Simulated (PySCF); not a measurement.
Level of theory: PySCF, PBE0, basis As def2-TZVP, O def2-TZVP (no relativity, density fitting).

Each entry is the lowest minimum that a search over a few typed start shapes (and spin states, where more than one is plausible) found, or that minimum re-optimised at the stated level; isomers with ligand–ligand bonds, or fragments after loss of a ligand pair, can lie lower. Open shells are unrestricted.

AsO2 is a doublet of C2v symmetry with As–O 1.626 Å (×2); O–As–O 126.4°. Its wavenumbers are 282, 894, 917 cm⁻¹.

Task: What changes when one electron is removed, giving AsO₂⁺?

Result: It costs 10.71 eV between the minima (10.74 eV with zero-point energy). AsO₂⁺ is a singlet of D∞h symmetry with As–O 1.570 Å (×2); O–As–O 180.0°; wavenumbers 187 (×2), 994, 1182 cm⁻¹.
